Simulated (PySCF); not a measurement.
# Correlation energy of As(2+) (arsenic, charge +2)

[Ar] 3d10 4s1 4p1 4d1, one real determinant (an excited configuration). Computed with PySCF 2.14 in aug-cc-pVDZ-PP with ECP10MDF, with scalar relativity through the core potential. Frozen: 3s2 3p6 3d10; 3 electrons correlated.

| level | correlation energy (mhartree) |
| --- | --- |
| CCSD | -34.65 |
| (T) | -6.23 |
| CCSD(T) | -40.88 |
| FCI | -39.58 |

Diagnostics: T1 = 0.027, D1 = 0.0614, largest double amplitude 0.831, weight of the Hartree-Fock determinant in FCI 0.3357 (1771 determinants).

The real determinant used has ⟨L²⟩ near 8 against 12 for a pure F term, so it mixes terms. The outer electron is Rydberg-like, and this basis confines it to a smaller radius and binds it less than a complete one would. A double-excitation amplitude exceeds 0.15, a sign of near-degeneracy.

Cost of the coupled-cluster step: about 0.19 core-seconds, for 3 correlated electrons.

The reference is one real determinant that mixes LS terms of this configuration.
